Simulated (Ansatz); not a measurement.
Zn₃Se₃. The state is a triplet with charge 0. Geometry PBE-D4/def2-SVP, that of the neutral singlet; atoms count from 1.

Cartesian coordinates in Å:
```
Zn 0.146 1.451 0.763
Zn 1.079 -1.202 0.307
Zn -1.227 -0.249 -1.068
Se 1.972 0.400 1.712
Se -0.232 -2.328 -1.227
Se -1.739 1.928 -0.486
```

At PBE0-D4/def2-SVP a singlet of charge 0 lies 3.70 eV below the triplet at the same geometry. The structure comes from a short search, and lower isomers may exist.

(1) Estimate the Mulliken populations from the PBE0/def2-SVP orbitals of Ansatz.

(2) Where does the spin sit?

(3) And the Mayer bond orders between heavy atoms (over 0.3)?

Answers

(1) 
```
atom  charge (e)  spin (α − β)  d electrons
 Zn1        0.26          0.36         9.93
 Zn2        0.30          0.35         9.94
 Zn3        0.26          0.36         9.93
 Se4       -0.31          0.19            –
 Se5       -0.31          0.19            –
 Se6       -0.19          0.54            –
```
Mulliken values depend strongly on the basis.

(2) Summed by element: Zn 1.07, Se 0.93, of 2 unpaired in all. Largest on single atoms: Se6 0.54, Zn3 0.36, Zn1 0.36.

(3) Zn1–Se4 1.02 (2.31 Å); Zn1–Se6 0.91 (2.31 Å); Zn2–Se4 0.93 (2.31 Å); Zn2–Se5 0.93 (2.31 Å); Zn3–Se5 1.02 (2.31 Å); Zn3–Se6 0.91 (2.31 Å).
